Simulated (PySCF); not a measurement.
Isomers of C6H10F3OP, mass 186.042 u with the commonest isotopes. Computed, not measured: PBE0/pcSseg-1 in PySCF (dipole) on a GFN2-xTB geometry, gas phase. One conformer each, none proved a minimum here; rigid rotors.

**Question.** Order these by radius of gyration √(Σ m r²/M), largest first.
A. `[O:1]=[P@@H:2]([CH2:3][C:4]([F:5])([F:6])[F:7])[CH:8]1[CH2:9][CH2:10][CH2:11]1` with O1–P2–C3–C4 -53°, O1–P2–C8–C9 -42°, P2–C8–C9–C10 99°, C8–C9–C10–C11 11°, C9–C10–C11–C8 -11°, P2–C8–C11–C10 -100°
B. `[CH3:1][P@:2](=[O:3])([CH:4]1[CH2:5][CH2:6][CH2:7]1)[C:8]([F:9])([F:10])[F:11]` with C1–P2–C4–C5 78°, P2–C4–C5–C6 125°, C4–C5–C6–C7 -10°, C5–C6–C7–C4 10°, P2–C4–C7–C6 -125°
C. `[CH3:1][CH2:2][P@@:3]1(=[O:4])[CH2:5][CH2:6][C@@H:7]1[C:8]([F:9])([F:10])[F:11]` with C1–C2–P3–O4 54°, C2–P3–C5–C6 90°, P3–C5–C6–C7 14°, C5–C6–C7–C8 96°, C2–P3–C7–C6 -95°
D. `[CH3:1][P@:2](=[O:3])([CH2:4][C:5]([F:6])([F:7])[F:8])[CH:9]1[CH2:10][CH2:11]1` with C1–P2–C4–C5 -41°, C1–P2–C9–C10 -98°
E. `[CH2:1]=[C:2]([CH3:3])[P@@:4](=[O:5])([CH2:6][CH3:7])[C:8]([F:9])([F:10])[F:11]` with C1–C2–P4–O5 4°, C2–P4–C6–C7 -177°

**Answer.** A (2.482 Å), D (2.305 Å), B (2.215 Å), C (2.181 Å), E (2.137 Å).

**Question.** Order these by rotational constant B, smallest first.
A. `[CH3:1][P@:2](=[O:3])([CH:4]1[CH2:5][CH2:6][CH2:7]1)[C:8]([F:9])([F:10])[F:11]` with C1–P2–C4–C5 78°, P2–C4–C5–C6 125°, C4–C5–C6–C7 -10°, C5–C6–C7–C4 10°, P2–C4–C7–C6 -125°
B. `[CH3:1][P@:2](=[O:3])([CH2:4][C:5]([F:6])([F:7])[F:8])[CH:9]1[CH2:10][CH2:11]1` with C1–P2–C4–C5 -41°, C1–P2–C9–C10 -98°
C. `[CH2:1]=[C:2]([CH3:3])[P@@:4](=[O:5])([CH2:6][CH3:7])[C:8]([F:9])([F:10])[F:11]` with C1–C2–P4–O5 4°, C2–P4–C6–C7 -177°
D. `[CH3:1]/[CH:2]=[CH:3]\[P@:4](=[O:5])([CH2:6][CH3:7])[C:8]([F:9])([F:10])[F:11]` with C2–C3–P4–O5 -24°, C3–P4–C6–C7 177°
E. `[O:1]=[P@@H:2]([CH2:3][C:4]([F:5])([F:6])[F:7])[CH:8]1[CH2:9][CH2:10][CH2:11]1` with O1–P2–C3–C4 -53°, O1–P2–C8–C9 -42°, P2–C8–C9–C10 99°, C8–C9–C10–C11 11°, C9–C10–C11–C8 -11°, P2–C8–C11–C10 -100°
F. `[CH3:1][CH2:2][P@@:3]1(=[O:4])[CH2:5][CH2:6][C@@H:7]1[C:8]([F:9])([F:10])[F:11]` with C1–C2–P3–O4 54°, C2–P3–C5–C6 90°, P3–C5–C6–C7 14°, C5–C6–C7–C8 96°, C2–P3–C7–C6 -95°

**Answer.** E (487.8 MHz), B (646.7 MHz), A (724.2 MHz), F (743.8 MHz), D (826.7 MHz), C (906.7 MHz).

**Question.** Order these by rotational constant A, smallest first.
A. `[O:1]=[P@@H:2]([CH2:3][C:4]([F:5])([F:6])[F:7])[CH:8]1[CH2:9][CH2:10][CH2:11]1` with O1–P2–C3–C4 -53°, O1–P2–C8–C9 -42°, P2–C8–C9–C10 99°, C8–C9–C10–C11 11°, C9–C10–C11–C8 -11°, P2–C8–C11–C10 -100°
B. `[CH2:1]=[C:2]([CH3:3])[P@@:4](=[O:5])([CH2:6][CH3:7])[C:8]([F:9])([F:10])[F:11]` with C1–C2–P4–O5 4°, C2–P4–C6–C7 -177°
C. `[CH3:1][P@:2](=[O:3])([CH:4]1[CH2:5][CH2:6][CH2:7]1)[C:8]([F:9])([F:10])[F:11]` with C1–P2–C4–C5 78°, P2–C4–C5–C6 125°, C4–C5–C6–C7 -10°, C5–C6–C7–C4 10°, P2–C4–C7–C6 -125°
D. `[CH3:1][P@:2](=[O:3])([CH2:4][C:5]([F:6])([F:7])[F:8])[CH:9]1[CH2:10][CH2:11]1` with C1–P2–C4–C5 -41°, C1–P2–C9–C10 -98°
E. `[CH3:1]/[CH:2]=[CH:3]\[P@:4](=[O:5])([CH2:6][CH3:7])[C:8]([F:9])([F:10])[F:11]` with C2–C3–P4–O5 -24°, C3–P4–C6–C7 177°

**Answer.** B (1099 MHz), E (1201 MHz), C (1528 MHz), D (1584 MHz), A (2464 MHz).

| SMILES | point group | Ia (u·Å²) | Ib (u·Å²) | Ic (u·Å²) | κ | μa (D) | μb (D) | μc (D) |
| --- | --- | --- | --- | --- | --- | --- | --- | --- |
| C[P@](=O)(C1CCC1)C(F)(F)F | C1 | 330.76 | 697.84 | 796.66 | -0.80 | 2.03 | 0.73 | 3.57 |
| C/C=C\[P@](=O)(CC)C(F)(F)F | C1 | 420.95 | 611.29 | 777.34 | -0.36 | 1.10 | 1.32 | 3.29 |
| C=C(C)[P@@](=O)(CC)C(F)(F)F | C1 | 459.88 | 557.40 | 681.27 | -0.08 | 2.03 | 1.14 | 3.60 |
| CC[P@@]1(=O)CC[C@@H]1C(F)(F)F | C1 | 336.47 | 679.48 | 754.34 | -0.82 | 2.56 | 2.86 | 3.91 |
| O=[P@@H](CC(F)(F)F)C1CCC1 | C1 | 205.10 | 1036.05 | 1050.50 | -0.99 | 2.67 | 3.82 | 2.11 |
| C[P@](=O)(CC(F)(F)F)C1CC1 | C1 | 318.98 | 781.51 | 876.67 | -0.86 | 0.03 | 1.33 | 1.63 |
